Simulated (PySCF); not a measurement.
methylsilane (CH₆Si), singlet, at a GFN2-xTB geometry, with bond 6-2 at 2.4 times its length; PySCF with CASSCF(6,4)/STO-3G.

The PySCF input:
```python
from pyscf import gto, scf, mcscf
import numpy

mol = gto.Mole()
mol.atom = '''
    C    -0.01298196    0.00392095   -1.25022897
    Si    0.00669850   -0.00202315    0.64510011
    H    -0.01147190   -1.00712268   -1.64830101
    H    -0.89650587    0.50641306   -1.63436438
    H     0.85673226    0.51618733   -1.65253877
    H     0.00054900    3.30719052    1.83158151
    H    -1.17977102   -0.70041180    1.14524608
    H     1.21099302   -0.68708334    1.12046299
'''
mol.basis = 'sto-3g'
mol.verbose = 4
mol.build()

mf = scf.RHF(mol)
mf.kernel()
mc = mcscf.CASSCF(mf, 4, 6)
mc.fix_spin_(ss=0.0)
mc.kernel()
occ = numpy.linalg.eigvalsh(mc.fcisolver.make_rdm1(mc.ci, mc.ncas, mc.nelecas))[::-1]
ss = mc.fcisolver.spin_square(mc.ci, mc.ncas, mc.nelecas)[0]
print('natural occupations', occ.round(4), ' <S^2>', round(ss, 4))
```

Output, abridged:

```
PySCF version 2.14.0

[INPUT] verbose = 4
[INPUT] num. atoms = 8
[INPUT] num. electrons = 26
[INPUT] charge = 0
[INPUT] spin (= nelec alpha-beta = 2S) = 0
[INPUT] symmetry False subgroup None
[INPUT] Mole.unit = angstrom
[INPUT] Symbol           X                Y                Z      unit          X                Y                Z       unit  Magmom
[...]
nuclear repulsion = 59.0121860156964
number of shells = 14
number of NR pGTOs = 60
number of NR cGTOs = 20
basis = sto-3g
ecp = {}

******** <class 'pyscf.scf.hf.RHF'> ********
method = RHF
initial guess = minao
damping factor = 0
level_shift factor = 0
DIIS = <class 'pyscf.scf.diis.CDIIS'>
diis_start_cycle = 1
diis_space = 8
diis_damp = 0
SCF conv_tol = 1e-09
SCF conv_tol_grad = None
SCF max_cycles = 50
direct_scf = True
direct_scf_tol = 1e-13
Set gradient conv threshold to 3.16228e-05
Initial guess from minao.
init E= -325.787960384198
[...]
cycle= 1 E= -326.003736531429  delta_E= -0.216  |g|= 0.236  |ddm|= 2.94
[...]
cycle= 2 E= -325.848671128784  delta_E= 0.155  |g|= 0.421  |ddm|= 2.88
[...]
cycle= 3 E= -326.143151487566  delta_E= -0.294  |g|= 0.0571  |ddm|= 1.77
[...]
cycle= 4 E= -326.144432798454  delta_E= -0.00128  |g|= 0.0362  |ddm|= 0.0724
[...]
cycle= 5 E= -326.145117342804  delta_E= -0.000685  |g|= 0.0211  |ddm|= 0.0465
[...]
cycle= 6 E= -326.145369479131  delta_E= -0.000252  |g|= 0.0111  |ddm|= 0.029
[...]
cycle= 7 E= -326.145456165191  delta_E= -8.67e-05  |g|= 0.00326  |ddm|= 0.0219
[...]
cycle= 8 E= -326.145464544146  delta_E= -8.38e-06  |g|= 0.000468  |ddm|= 0.0106
[...]
cycle= 9 E= -326.145464724062  delta_E= -1.8e-07  |g|= 2.81e-05  |ddm|= 0.00137
[...]
cycle= 10 E= -326.145464725254  delta_E= -1.19e-09  |g|= 4.41e-06  |ddm|= 0.000117
[...]
cycle= 11 E= -326.145464725276  delta_E= -2.15e-11  |g|= 4.7e-07  |ddm|= 1.59e-05
[...]
Extra cycle  E= -326.145464725276  delta_E= -5.68e-14  |g|= 4.3e-07  |ddm|= 2.17e-06
converged SCF energy = -326.145464725276

******** <class 'pyscf.mcscf.mc1step.CASSCF'> ********
CAS (3e+3e, 4o), ncore = 10, nvir = 6
max_cycle_macro = 50
max_cycle_micro = 4
conv_tol = 1e-07
conv_tol_grad = None
orbital rotation max_stepsize = 0.02
orbital rotation threshold for CI restart = 0.01
augmented hessian ah_max_cycle = 30
augmented hessian ah_conv_tol = 1e-12
augmented hessian ah_linear dependence = 1e-14
augmented hessian ah_level shift = 1e-08
augmented hessian ah_start_tol = 2.5
augmented hessian ah_start_cycle = 3
augmented hessian ah_grad_trust_region = 3
kf_trust_region = 3
kf_interval = 4
ci_response_space = 4
ci_grad_trust_region = 3
with_dep4 0
natorb = False
canonicalization = True
sorting_mo_energy = False
ao2mo_level = 2
internal_rotation = False
******** <class 'pyscf.fci.addons.SpinPenaltyFCISolver'> ********
max. cycles = 50
conv_tol = 1e-08
davidson only = True
linear dependence = 1e-12
level shift = 0.001
max iter space = 12
nroots = 1
pspace_size = 400
spin = None
CASCI E = -326.333794671839  S^2 = 0.0000000
Set conv_tol_grad to 0.000316228
macro iter   1 ( 19 JK    4 micro), CASSCF E = -326.337771294015  dE = -3.97662218e-03  S^2 = 0.0000000
               |grad[o]|=0.0564  |grad[c]|=0.0286  |ddm|=0.00296  |maxRot[o]|=0.236
macro iter   2 (  7 JK    2 micro), CASSCF E = -326.337782122231  dE = -1.08282159e-05  S^2 = 0.0000000
               |grad[o]|=0.00626  |grad[c]|=0.000781  |ddm|=0.00042  |maxRot[o]|=0.0575
macro iter   3 (  7 JK    2 micro), CASSCF E = -326.337783705600  dE = -1.58336906e-06  S^2 = 0.0000000
               |grad[o]|=0.00331  |grad[c]|=0.00194  |ddm|=0.000131  |maxRot[o]|=0.064
macro iter   4 (  7 JK    2 micro), CASSCF E = -326.337784845398  dE = -1.13979831e-06  S^2 = 0.0000000
               |grad[o]|=0.00244  |grad[c]|=0.00557  |ddm|=0.000479  |maxRot[o]|=0.0665
macro iter   5 (  7 JK    2 micro), CASSCF E = -326.337785384701  dE = -5.39302903e-07  S^2 = 0.0000000
               |grad[o]|=0.0016  |grad[c]|=0.00599  |ddm|=9.51e-05  |maxRot[o]|=0.0638
[...]
macro iter  32 (  1 JK    1 micro), CASSCF E = -326.337785459006  dE =  0.00000000e+00  S^2 = 0.0000000
               |grad[o]|=0.000608  |grad[c]|=4.36e-07  |ddm|=    0  |maxRot[o]|=    0
macro iter  33 (  1 JK    1 micro), CASSCF E = -326.337785459006  dE =  0.00000000e+00  S^2 = 0.0000000
               |grad[o]|=0.000608  |grad[c]|=4.36e-07  |ddm|=    0  |maxRot[o]|=    0
macro iter  34 (  1 JK    1 micro), CASSCF E = -326.337785459006  dE =  0.00000000e+00  S^2 = 0.0000000
               |grad[o]|=0.000608  |grad[c]|=4.36e-07  |ddm|=    0  |maxRot[o]|=    0
macro iter  35 (  1 JK    1 micro), CASSCF E = -326.337785459006  dE =  0.00000000e+00  S^2 = 0.0000000
               |grad[o]|=0.000608  |grad[c]|=4.36e-07  |ddm|=    0  |maxRot[o]|=    0
macro iter  36 (  1 JK    1 micro), CASSCF E = -326.337785459006  dE =  0.00000000e+00  S^2 = 0.0000000
               |grad[o]|=0.000608  |grad[c]|=4.36e-07  |ddm|=    0  |maxRot[o]|=    0
macro iter  37 (  1 JK    1 micro), CASSCF E = -326.337785459006  dE =  0.00000000e+00  S^2 = 0.0000000
               |grad[o]|=0.000608  |grad[c]|=4.36e-07  |ddm|=    0  |maxRot[o]|=    0
macro iter  38 (  1 JK    1 micro), CASSCF E = -326.337785459006  dE =  0.00000000e+00  S^2 = 0.0000000
               |grad[o]|=0.000608  |grad[c]|=4.36e-07  |ddm|=    0  |maxRot[o]|=    0
macro iter  39 (  1 JK    1 micro), CASSCF E = -326.337785459006  dE =  0.00000000e+00  S^2 = 0.0000000
               |grad[o]|=0.000608  |grad[c]|=4.36e-07  |ddm|=    0  |maxRot[o]|=    0
macro iter  40 (  1 JK    1 micro), CASSCF E = -326.337785459006  dE =  0.00000000e+00  S^2 = 0.0000000
               |grad[o]|=0.000608  |grad[c]|=4.36e-07  |ddm|=    0  |maxRot[o]|=    0
macro iter  41 (  1 JK    1 micro), CASSCF E = -326.337785459006  dE =  0.00000000e+00  S^2 = 0.0000000
               |grad[o]|=0.000608  |grad[c]|=4.36e-07  |ddm|=    0  |maxRot[o]|=    0
macro iter  42 (  1 JK    1 micro), CASSCF E = -326.337785459006  dE =  0.00000000e+00  S^2 = 0.0000000
               |grad[o]|=0.000608  |grad[c]|=4.36e-07  |ddm|=    0  |maxRot[o]|=    0
macro iter  43 (  1 JK    1 micro), CASSCF E = -326.337785459006  dE =  0.00000000e+00  S^2 = 0.0000000
               |grad[o]|=0.000608  |grad[c]|=4.36e-07  |ddm|=    0  |maxRot[o]|=    0
macro iter  44 (  1 JK    1 micro), CASSCF E = -326.337785459006  dE =  0.00000000e+00  S^2 = 0.0000000
               |grad[o]|=0.000608  |grad[c]|=4.36e-07  |ddm|=    0  |maxRot[o]|=    0
macro iter  45 (  1 JK    1 micro), CASSCF E = -326.337785459006  dE =  0.00000000e+00  S^2 = 0.0000000
               |grad[o]|=0.000608  |grad[c]|=4.36e-07  |ddm|=    0  |maxRot[o]|=    0
macro iter  46 (  1 JK    1 micro), CASSCF E = -326.337785459006  dE =  0.00000000e+00  S^2 = 0.0000000
               |grad[o]|=0.000608  |grad[c]|=4.36e-07  |ddm|=    0  |maxRot[o]|=    0
macro iter  47 (  1 JK    1 micro), CASSCF E = -326.337785459006  dE =  0.00000000e+00  S^2 = 0.0000000
               |grad[o]|=0.000608  |grad[c]|=4.36e-07  |ddm|=    0  |maxRot[o]|=    0
macro iter  48 (  1 JK    1 micro), CASSCF E = -326.337785459006  dE =  0.00000000e+00  S^2 = 0.0000000
               |grad[o]|=0.000608  |grad[c]|=4.36e-07  |ddm|=    0  |maxRot[o]|=    0
macro iter  49 (  1 JK    1 micro), CASSCF E = -326.337785459006  dE =  0.00000000e+00  S^2 = 0.0000000
               |grad[o]|=0.000608  |grad[c]|=4.36e-07  |ddm|=    0  |maxRot[o]|=    0
macro iter  50 (  1 JK    1 micro), CASSCF E = -326.337785459006  dE =  0.00000000e+00  S^2 = 0.0000000
               |grad[o]|=0.000608  |grad[c]|=4.36e-07  |ddm|=    0  |maxRot[o]|=    0
1-step CASSCF not converged,  50 macro (323 JK  75 micro) steps
CASSCF canonicalization
Density matrix diagonal elements [1.99999658 1.9997324  1.13891679 0.86135422]
CASSCF energy = -326.337785459006
CASCI E = -326.337785459006  E(CI) = -6.37408082926896  S^2 = 0.0000000
natural occupations [2.     2.     1.1408 0.8592]  <S^2> 0.0
```

The run did not converge; its last values are not results.
